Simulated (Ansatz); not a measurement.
A run for Ansatz (a program for electronic structure): R-PBE0/def2-TZVPP on AsF2H2In (SMILES [F][In]([F])[AsH2]), a point of a torsion scan. Elements past Kr take the def2 small-core potentials; no spin–orbit coupling.

Ansatz 0.2 input:
```yaml
crystal:
  periodic: [false, false, false]
  atoms:
    - {symbol: F, position_ang: [-1.87336471, -1.76983782, 0.40897716]}
    - {symbol: In, position_ang: [-1.00592704, -0.00857303, -0.04011768]}
    - {symbol: F, position_ang: [-2.23191805, 1.56488900, -0.25948314]}
    - {symbol: As, position_ang: [1.59020048, 0.07723137, -0.18188550]}
    - {symbol: H, position_ang: [1.60543276, 0.41627124, 1.28838170]}
    - {symbol: H, position_ang: [1.59435466, -1.38196424, 0.17117594]}
basis:
  gaussian:
    orbitals: def2-TZVPP
hamiltonian:
  xc: {name: PBE0}
scf: {lower_state_search: off}
```

It printed:

```
WARN ansatz: RAYON_NUM_THREADS=1 ignored (pool sized by the plan → 1); use --threads N
Functional definition: PBE0
these checks for a lower state are left out or cut short: stability, starts, cluster_reference, orbital_swaps, neighbouring_geometries, increment
integrals: 0.12 GiB planned
1334 factors; their error is unknown
mean field: 1.00 GiB planned
mean field evaluation 1: about -71467.3499 eV, gradient 6.1e1 eV
mean field evaluation 2: about -71433.1192 eV, gradient 1.6e2 eV
mean field evaluation 4: about -71473.1174 eV, gradient 5.4e0 eV
mean field evaluation 8: about -71473.1764 eV, gradient 3.0e-2 eV
mean field evaluation 16: about -71473.4920 eV, gradient 5.4e-5 eV
mean field -71473.49203612 eV, -2626.6023858544 hartree, gradient 1.1e-6 eV, S^2 0.000000; 0 other end points of the search recorded, 0 dependent functions left out
reference -71473.49208355 eV, -2626.6023875975 hartree; 37, 37 occupied and 151, 151 virtual orbitals, 1334 factors
Total energy: -71473.49208355 eV, -2626.6023875975 hartree
Checks for a lower state left out: stability, starts, cluster_reference, orbital_swaps, neighbouring_geometries, increment
```

Self-consistency was reached.

Cost: roughly 5 core-seconds.
